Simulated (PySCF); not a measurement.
**Worked example: chemical shift, span and skew from a shielding tensor**

1,1-difluoro-2-methylprop-1-ene (C4H6F2), SMILES CC(C)=C(F)F. Atoms are numbered in the order given.

```xyz
12

C      0.0000    -1.2856    -1.4013
C      0.0000     0.0000    -0.6347
C      0.0000     1.2856    -1.4013
C      0.0000     0.0000     0.6960
F      0.0000     1.0782     1.4530
F      0.0000    -1.0782     1.4530
H      0.8856    -1.3476    -2.0558
H      0.0000    -2.1630    -0.7419
H     -0.8856    -1.3476    -2.0558
H      0.0000     2.1630    -0.7419
H     -0.8856     1.3476    -2.0558
H      0.8856     1.3476    -2.0558
```
Charge 0, spin multiplicity 1.

The structure is a stationary point at PBE0-D3(BJ)/def2-SVP.

GIAO shieldings from PySCF with PBE/pcSseg-1, non-relativistic, no solvent. The symmetric part of the tensor of F5 has the principal values 206.2, 260.2, 292.5 ppm. The same nucleus in CFCl3 has σ = 133.6 ppm at this level (PySCF, at its B3LYP-D3(BJ)/def2-TZVP geometry).

**Question.** Work out the isotropic shielding, the ¹⁹F shift against CFCl3, the span and the skew.

**Answer.** 
σ(iso) = (σ11 + σ22 + σ33)/3 = 253.0 ppm. δ = σ(ref) − σ(iso) = 133.6 − (253.0) = -119.4 ppm.
Span Ω = σ33 − σ11 = 86.3 ppm. Skew κ = 3(σ(iso) − σ22)/Ω = -0.25. Tumbling in solution averages the tensor to δ; in a static solid the shielding alone would spread this spin-1/2 line over Ω.
